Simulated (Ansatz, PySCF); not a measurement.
Species: SiPH4, net charge 0, doublet state. SMILES: P[SiH2]
Structure (B3LYP-D3(BJ)/def2-TZVP (Ansatz, a quantum-chemistry and plane-wave program) minimum search):
```xyz
6

Si    -1.1104    -0.0895     0.2616
P      1.0764     0.1108    -0.2618
H     -1.9087     0.1796    -0.9665
H     -1.4426     0.9493     1.2757
H      1.1743    -1.1014    -0.9903
H      1.5769    -0.4366     0.9464
```
Charge 0, spin multiplicity 2.

Wanted: atomisation energy, in kcal/mol. Conventions: no spin-orbit coupling; open shells spin-unrestricted; dispersion terms only where a functional's name holds one; atomisation electronic, to ground-state atoms; non-relativistic; frozen cores in correlated levels. CBS marks a two-point X^-3 extrapolation of the correlation energy; Hartree-Fock from the larger set. The bracket is a focal-point correction in the basis named. Ab initio and DFT rows: single points at B3LYP-D3(BJ) geometries (Ansatz).

| species | coefficient | E at BP86/def2-SVP (PySCF), Eh | E at PBE/def2-TZVPD (Ansatz), Eh |
|---|---|---|---|
| [SiH2]P (SiPH4) | -1 | -633.06156 | -632.90123 |
| H atom | +4 | -0.49913 | -0.49962 |
| P atom | +1 | -341.17839 | -341.10318 |
| Si atom | +1 | -289.29781 | -289.22297 |

Coupled cluster (Ansatz) is a level with limits of its own, used here on species with T1 under 0.025 (0.045 for open shells) and stable references: RI-MP2/CBS(aug-cc-pV(T+d)Z,aug-cc-pV(Q+d)Z)+[CCSD(T)-MP2]/aug-cc-pV(T+d)Z. Value to compare with, RI-MP2/CBS(aug-cc-pV(T+d)Z,aug-cc-pV(Q+d)Z)+[CCSD(T)-MP2]/aug-cc-pV(T+d)Z (Ansatz): 363.9 kcal/mol. 1 Eh = 627.5095 kcal/mol.

Question: Work the quantity out at each level, and compare with RI-MP2/CBS(aug-cc-pV(T+d)Z,aug-cc-pV(Q+d)Z)+[CCSD(T)-MP2]/aug-cc-pV(T+d)Z (Ansatz).

Answer: 
- BP86/def2-SVP: the sum of coefficient times E is 0.58884 Eh, or 369.50 kcal/mol. Result: 369.5 kcal/mol. Its difference against RI-MP2/CBS(aug-cc-pV(T+d)Z,aug-cc-pV(Q+d)Z)+[CCSD(T)-MP2]/aug-cc-pV(T+d)Z (Ansatz) is 5.6 kcal/mol.
- PBE/def2-TZVPD: the sum of coefficient times E is 0.57660 Eh, or 361.82 kcal/mol. Result: 361.8 kcal/mol. Its difference against RI-MP2/CBS(aug-cc-pV(T+d)Z,aug-cc-pV(Q+d)Z)+[CCSD(T)-MP2]/aug-cc-pV(T+d)Z (Ansatz) is -2.1 kcal/mol.
